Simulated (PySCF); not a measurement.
CH4Al, charge +1. Atoms are numbered in the order given.

```xyz
6

Al     0.0000     0.0000    -0.7243
C      0.0000     0.0000     1.1745
H      0.8901    -0.5139     1.5504
H     -0.8901    -0.5139     1.5504
H      0.0000     1.0279     1.5504
H      0.0000     0.0000    -2.2821
```
Charge +1, spin multiplicity 1.

Coordinates come from a PBE0-D3(BJ)/def2-TZVP optimisation. The spin state was assumed, not searched. The isomer is the one that the SMILES or the coordinates give; other isomers of the formula were not compared.

The numbers are results of PBE/def2-TZVPD in PySCF, not measurements.

| Item | Result |
|---|---|
| total energy | -282.46586 hartree |
| point group | C3v |
| highest occupied level | -13.70 eV |
| lowest empty level | -8.12 eV |
| orbital gap | 5.59 eV |
| dipole moment about the centre of nuclear charge | 1.56 D |
| mean static polarisability | 34.1 bohr³ (5.05 Å³) |
| polarisability, principal values | 28.4, 28.4, 45.5 bohr³ |
